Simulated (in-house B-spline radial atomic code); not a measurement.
The numbers below are computed, except where a source is named.
**Two electrons in Si: a parabolic dot with ħω = 78.6 meV in all three directions**

For Si the NSM archive of the Ioffe Institute lists m_l = 0.98 m0, m_t = 0.19 m0 and ε = 11.7; the model takes one isotropic valley with the conductivity mass 3/(1/m_l + 2/m_t) = 0.26 m0, and so misses anisotropy and the other valleys. All triplets below are those of one valley; with several valleys two electrons can form a triplet in the 1s orbital itself, at an energy set by the valley splitting.

Effective-mass model with parabolic bands, a uniform dielectric constant, no image charges, no central-cell or spin-orbit terms. Two-electron levels come from full CI in B-splines with partial waves to l = 5 (up to 0.001 effective hartree above the limit).

(1) What are the effective units, and what is the potential in them?

In these units the lowest s and p orbitals lie at 2.2800 and 3.8000, and their Coulomb and exchange integrals are J_ss = 0.9837, J_sp = 0.8197 and K_sp = 0.1639. (For a parabolic well J_ss = √(2ω/π).) Full CI gives 5.4744 for the ground singlet, 6.7188 for the sp triplet, 6.9947 for the sp singlet and 8.2388 for the lowest triplet of two s orbitals.

(2) What does it cost to add the second electron, to first order and exactly?

(3) How far above the singlet do the triplets lie?

Answers

(1) Ha* = 27211.386 meV × 0.26/11.7² = 51.68 meV and a* = 0.0529177 nm × 11.7/0.26 = 2.381 nm. The frequency is ω = 1.52 Ha*. The one-electron levels are 3ω/2 = 2.2800 and 5ω/2 = 3.8000 Ha*.

(2) To first order E = 2ε_s + J_ss = 5.5437, so the charging energy E(2) − 2E(1) is J_ss = 50.84 meV. CI gives 5.4744 − 2 × (2.2800) = 0.9144, or 47.26 meV: relaxation and correlation lower it by 3.58 meV, 7.0 % of J_ss. The s² configuration of one-electron orbitals holds 98.2 % of the state, and the mean radius is 2.3 nm.

(3) To first order the sp triplet lies at ε_s + ε_p + J_sp − K_sp = 6.7358, which is 61.61 meV above 2ε_s + J_ss. CI gives 6.7188 − (5.4744) = 1.2444, or 64.31 meV, 82 % of the orbital spacing of 78.56 meV. The ss triplet lies 142.9 meV up, so the lower of the two is the sp one, and its gap equals k_BT at 746 K. The sp singlet-triplet splitting is 14.26 meV, against 2K_sp = 16.95 meV. The sp singlet lies ħω above the ground state (1.5203 against 1.52), as Kohn's theorem demands for a parabolic well.
